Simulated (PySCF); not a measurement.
**Levels along the 31-electron series**

One electron added to the closed shell [Ar] 3d10 4s2: EOM-EA-CCSD calculated with PySCF 2.14, two-component X2C-1e with screened spin-orbit coupling, each ion in its own even-tempered basis, [Ar] frozen, the virtual space cut to natural spinors and corrected at second order; no Breit or QED terms. Binding energy of 4p1/2 and energies of the other levels above it, in eV.

```json
{"ion": "Sb²⁰⁺", "4p1/2 binding": "584.94", "4p3/2 − 4p1/2": "12.606", "NIST ionisation energy": "584 ± 4 (t)"}
{"ion": "Te²¹⁺", "4p1/2 binding": "633.66", "4p3/2 − 4p1/2": "14.135", "NIST ionisation energy": "633 ± 4 (t)"}
{"ion": "I²²⁺", "4p1/2 binding": "684.29", "4p3/2 − 4p1/2": "15.797", "NIST ionisation energy": "683 ± 4 (t)"}
{"ion": "Xe²³⁺", "4p1/2 binding": "736.84", "4p3/2 − 4p1/2": "17.593", "NIST ionisation energy": "736 ± 4 (t)"}
{"ion": "Ba²⁵⁺", "4p1/2 binding": "847.64", "4p3/2 − 4p1/2": "21.662", "NIST ionisation energy": "846 ± 4 (t)"}
{"ion": "La²⁶⁺", "4p1/2 binding": "905.99", "4p3/2 − 4p1/2": "23.917", "NIST ionisation energy": "906 ± 4 (t)"}
{"ion": "Ce²⁷⁺", "4p1/2 binding": "966.29", "4p3/2 − 4p1/2": "26.349", "NIST ionisation energy": "965 ± 4 (t)"}
{"ion": "Pr²⁸⁺", "4p1/2 binding": "1028.6", "4p3/2 − 4p1/2": "28.970", "NIST ionisation energy": "1028 ± 4 (t)"}
{"ion": "Nd²⁹⁺", "4p1/2 binding": "1092.7", "4p3/2 − 4p1/2": "31.785", "NIST ionisation energy": "1092 ± 4 (t)"}
```

Task: Estimate the missing row, Cs²⁴⁺.

Result: The calculation gives 4p1/2 binding 791.24; 4p3/2 − 4p1/2 19.577. The NIST ionisation energy is 791 ± 4 (t).

Each ion has its own basis, which adds noise of up to about 0.1 % of the binding energies along the series.

The 4p interval goes from 12.61 to 31.78 eV, as Z to the power 5.69; a hydrogen-like ion gives 4, and the power is higher where the screened charge Z − σ still grows faster than Z or where Zα is large.

NIST values marked (s) are semi-empirical, (t) theoretical.
